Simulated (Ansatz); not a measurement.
Z-matrix (Å, degrees):
```
C
Al 1 1.957
H 1 1.094 2 111.9
H 1 1.096 2 110.7 3 119.0
H 1 1.095 2 112.6 3 -121.7
C 2 1.966 1 122.1 3 168.7
O 2 1.724 1 115.4 3 -34.2
Se 2 2.771 1 96.4 3 62.0
H 6 1.096 2 110.8 1 76.5
H 6 1.095 2 112.0 1 -42.3
H 6 1.095 2 113.0 1 -163.8
H 7 0.955 2 121.5 1 -159.3
H 8 1.469 2 100.3 1 81.8
H 8 1.468 2 94.8 1 174.1
```

Charge 0, multiplicity 1.

(1) List the B3LYP/def2-TZVPP orbital energies in eV (the Gaussian-basis code of Ansatz). (Best estimate.)

## Answers

(1) Ansatz gave: Occupied: -12352.34, -1581.67, -1523.10, -1419.83, -1419.81, -1419.75, -519.23, -275.53, -275.40, -213.98, -158.05, -157.96, -157.77, -111.10, -71.83, -71.68, -71.63, -58.84, -58.82, -58.66, -58.58, -58.56, -25.72, -20.64, -18.09, -17.84, -12.89, -12.42, -10.93, -10.43, -10.41, -10.19, -10.09, -9.58, -8.52, -8.19, -7.45, -6.95. Lowest empty: -0.92, -0.59, 0.73, 1.19, 1.27, 1.73, 2.52, 2.76.

B3LYP here is the variant with VWN-RPA as its local correlation; programs differ in this.
